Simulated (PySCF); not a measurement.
C$_{4}$H$_{5}$ (SMILES [CH-]=C1CC1), charge -1, singlet, geometry from GFN2-xTB (in this run its highest filled SCF level lies above zero, so its values depend strongly on the basis, on diffuse functions most of all). Base run: MP2/STO-3G (PySCF).

Input for PySCF:
```python
from pyscf import gto, scf, mp

mol = gto.M(
    atom='''
C    -0.004777   -0.008469    0.427331
C    -0.001740   -0.769514   -0.833853
C     0.020257    0.754235   -0.884483
C    -0.020486   -0.113090    1.733287
H    -0.907818   -1.268940   -1.192104
H     0.897518   -1.294348   -1.172425
H     0.936283    1.226025   -1.251408
H    -0.873917    1.251501   -1.271141
H    -0.011584    0.906790    2.233392
''',
    basis='sto-3g',
    charge=-1,
    spin=0,
    verbose=4,
)

mf = scf.RHF(mol)
mf.kernel()

pt = mp.MP2(mf, frozen=4)
pt.kernel()
print('E(MP2) = %.10f' % pt.e_tot)
mf.analyze()
```

Each row names what was changed in the base input (with any setting that the change needs).

```csv
change,basis functions,E (Eh),MP2 correlation (Eh),SCF-reference HOMO (eV),SCF-reference HOMO-LUMO gap (eV)
base,25,-152.39931,-0.20691,2.01,15.77
basis = 6-31G,46,-154.48412,-0.35462,-1.14,12.13
basis = 3-21G,46,-153.67526,-0.35149,-1.05,12.45
basis = def2-SV(P),66,-154.58726,-0.50530,-1.54,11.17
basis = 6-31G*,66,-154.70388,-0.50870,-1.25,12.30
basis = cc-pVDZ,81,-154.76441,-0.54610,-1.48,11.18
basis = def2-SVP,81,-154.63922,-0.54322,-1.52,11.14
basis = pc-1,81,-154.71854,-0.54648,-1.68,10.68
basis = pcseg-1,81,-154.71663,-0.54672,-1.68,10.58
basis = 6-31G**,81,-154.74636,-0.54211,-1.25,12.30
basis = 6-311G**,102,-154.82143,-0.57796,-1.57,10.27
basis = aug-pcseg-1,137,-154.75744,-0.57254,-1.95,5.54
basis = aug-cc-pVDZ,137,-154.81196,-0.57500,-1.93,5.81
```

Totals compare only among sets that treat the same electrons; sets with core potentials leave the core out.
